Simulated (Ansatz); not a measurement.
C₅H₁₂F₃NO₃S⁻, that is tetramethylammonium triflate with one electron more, relaxed as a doublet with UKS PBE-D4/def2-SVP in Ansatz, starting from the PBE-D4/def2-SVP geometry of the neutral singlet. Force threshold 0.03 eV/Å.

The highest occupied level of the relaxed charge -1 doublet lies above zero (up to 2.89 eV). By energy differences it is unbound by 0.96 eV (each at its own geometry, against the charge 0 singlet, at PBE-D4/def2-SVP) and held by the finite basis.

Start:

| atom | x (Å) | y (Å) | z (Å) |
| --- | --- | --- | --- |
| C1 | 0.335 | -0.834 | 2.513 |
| N2 | -0.094 | 0.122 | 1.445 |
| C3 | 1.120 | 0.831 | 0.891 |
| C4 | -1.030 | 1.143 | 2.016 |
| C5 | -0.808 | -0.639 | 0.353 |
| H6 | 0.860 | -0.280 | 3.313 |
| H7 | -0.554 | -1.344 | 2.927 |
| H8 | 1.017 | -1.577 | 2.062 |
| H9 | 1.772 | 0.084 | 0.402 |
| H10 | 0.779 | 1.507 | 0.082 |
| H11 | 1.616 | 1.361 | 1.725 |
| H12 | -1.922 | 0.633 | 2.423 |
| H13 | -0.515 | 1.704 | 2.817 |
| H14 | -1.326 | 1.831 | 1.204 |
| H15 | -1.679 | -1.149 | 0.803 |
| H16 | -0.092 | -1.339 | -0.113 |
| H17 | -1.088 | 0.084 | -0.438 |
| O18 | 1.470 | -0.740 | -1.629 |
| S19 | 0.863 | 0.287 | -2.552 |
| O20 | 1.765 | 0.869 | -3.567 |
| O21 | -0.050 | 1.268 | -1.845 |
| C22 | -0.369 | -0.752 | -3.532 |
| F23 | -1.067 | 0.000 | -4.398 |
| F24 | -1.258 | -1.344 | -2.686 |
| F25 | 0.255 | -1.725 | -4.215 |

| step | energy (eV) | largest force component (eV/Å) | SCF passes |
| --- | --- | --- | --- |
| 1 | -31948.0823 | 0.955 | 22 |
| 2 | -31948.2892 | 0.810 | 26 |
| 3 | -31948.3270 | 0.301 | 23 |
| 4 | -31948.3323 | 0.094 | 22 |
| 5 | -31948.3335 | 0.027 | 23 |

Force components are those of the run's own axes.

End:

```xyz
25

C     0.3140   -0.8456    2.6248
N    -0.1073    0.1234    1.5273
C     1.1048    0.8238    0.9693
C    -1.0629    1.1457    2.1178
C    -0.7893   -0.6259    0.4118
H     0.8111   -0.2059    3.4070
H    -0.6426   -1.3166    2.9857
H     1.0092   -1.5721    2.1396
H     1.7721    0.0454    0.5466
H     0.7621    1.4847    0.1476
H     1.5654    1.3756    1.8242
H    -1.9310    0.5484    2.5125
H    -0.4814    1.6589    2.9338
H    -1.3457    1.8292    1.2856
H    -1.6814   -1.1187    0.8673
H    -0.0582   -1.3524    0.0035
H    -1.0482    0.1088   -0.3762
O     1.5809   -0.6830   -1.8655
S     0.9200    0.3090   -2.7723
O     1.7510    0.8202   -3.8960
O     0.0585    1.3321   -2.0876
C    -0.3694   -0.7586   -3.6540
F    -1.1040   -0.0361   -4.5320
F    -1.2371   -1.3230   -2.7738
F     0.2094   -1.7674   -4.3469
```

By distances, no bond broke or formed. The bond that changes most is C1–N2, from 1.50 to 1.52 Å (atoms count from 1).

No frequencies were taken in this run, so the end may be a saddle point.

It took 37 s on 4 threads of Arm Neoverse V2 on a shared host.
